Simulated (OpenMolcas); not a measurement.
Rh VI.

```json
{
 "Program": "OpenMolcas",
 "Method": "RASSCF",
 "Basis": "ANO-RCC-VTZP [7s6p4d2f1g]",
 "Scalar Hamiltonian": "DKH2, point nucleus",
 "Active space": "10 electrons in 8 orbitals (RAS1 4p, at most 2 holes; RAS2 4d)",
 "State averaging": "2S+1 = 5 even, 5 roots; 2S+1 = 3 even, 45 roots; 2S+1 = 1 even, 49 roots",
 "Spin-orbit coupling": "RASSI with atomic mean-field integrals over the reference wave functions, term energies averaged over their components"
}
```

Levels without dynamic correlation, in cm-1 above 4d4 5D0:

```csv
Level,E
4d4 3F2(1),25347
4d4 3P0(1),19127
4d4 3H4 [69 %],23290
```

On this reference, MS-RASPT2, IPEA 0.25 Eh, imaginary shift 0.1 Eh (closed shells correlated: 4s) puts 4d4 3F2(1) at 23710 cm-1.

Problem. Estimate the other levels at that method by one scale factor, and say how well it serves.

Solution. The factor is 23710 / 25347 = 0.935. Scaled values beside those that MS-RASPT2 gives:
| Level | Scaled | MS-RASPT2 | Miss (%) |
| --- | --- | --- | --- |
| 4d4 3P0(1) | 17884 | 18880 | -5.3 |
| 4d4 3H4 [69 %] | 21776 | 20200 | +7.8 |
For these levels the scaled values miss MS-RASPT2 by up to 7.8 %, as correlation changes each term by its own factor, spin-orbit parts do not scale and CASPT2 has its own spread within terms. This holds within one configuration; levels of others move differently, and the target method has errors of its own against measurement.

Term energies are means over components that CASPT2 splits; among the terms shown or strongly mixed into the levels shown the widest spread is 530 cm-1 (4d4 3H, MS-RASPT2). Active for correlation alone: 4p; no level in the range computed is led by a configuration that opens it, so any true level of that kind is missing. Without dynamic correlation excited terms often stand tens of per cent too high (terms of higher spin than the ground term too low), and those without a measured partner can miss by more than the paired ones (holds for RASSCF). Levels of configurations outside the active space are missing.

A share in square brackets marks a mixed level and gives the weight of the term that names it, the lowest over the columns. A number in round brackets counts repeated terms of one configuration in the order of the reference energies.
